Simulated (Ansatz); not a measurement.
A run on Cl$_{2}$OSe, SMILES `O=[Se](Cl)Cl` with other settings.

```yaml
crystal:
  periodic: [false, false, false]
  atoms:
    - {symbol: O, position_ang: [1.449499, -0.722724, 0.201745]}
    - {symbol: Se, position_ang: [-0.129726, -0.575438, 0.319315]}
    - {symbol: Cl, position_ang: [-0.480759, 1.412887, 1.188699]}
    - {symbol: Cl, position_ang: [-0.839014, -0.114724, -1.709759]}
basis:
  gaussian: {orbitals: def2-TZVPD, point_charges: [{charge: 1.00, position_ang: [4.915, 0.846, -0.035]}]}
hamiltonian: {xc: {name: PBE0-DH}}
```

```sh
$ ansatz run in.yaml --threads 2 --pin off --events-out ev --progress --plain --max-ram 32768MiB --backend cpu
```

It prints (some lines left out):

```
Functional definition: PBE0-DH
  name "PBE0-DH"
  cite "Brémond & Adamo, J. Chem. Phys. 135, 024106 (2011) doi:10.1063/1.3604569"
  cite "Perdew, Burke & Ernzerhof, Phys. Rev. Lett. 77, 3865 (1996) doi:10.1103/PhysRevLett.77.3865"
  parameter a = 1/2
  parameter c = 1/8
  exchange = (1 - a)*pbe_x + a*exact_x
  correlation = (1 - c)*pbe_c + c*(mp2_os + mp2_ss)
1157 factors; integrals over basis functions are off by at most 8.7e-4 eV
mean field evaluation 1: about -92411.2219 eV, gradient 6.0e1 eV
mean field evaluation 2: about -92411.4298 eV, gradient 6.0e1 eV
mean field evaluation 4: about -92417.4629 eV, gradient 1.6e1 eV
mean field evaluation 8: about -92418.1412 eV, gradient 1.1e0 eV
mean field evaluation 16: about -92418.1445 eV, gradient 1.1e-3 eV
mean field -92418.14450729 eV, -3396.3041673747 hartree, gradient 6.4e-6 eV, S^2 0.000000; 0 other end points of the search recorded, 0 dependent functions left out
20 core orbitals not correlated: weight in the atoms' cores, before any rotation towards them, 1.000 or more for the frozen orbitals, at most 0.000 for the correlated occupied ones
reference -92418.14454073 eV, -3396.3041686037 hartree; 18, 18 occupied and 151, 151 virtual orbitals, 1157 factors
second order -30.79912017 eV of doubles, -0.00000000 eV of singles
Total energy: -92421.99443075 eV, -3396.4456494524 hartree
```

Run time 6 s (2 threads of an AMD EPYC 7R13 on a shared host); peak host memory 0.49 GiB.
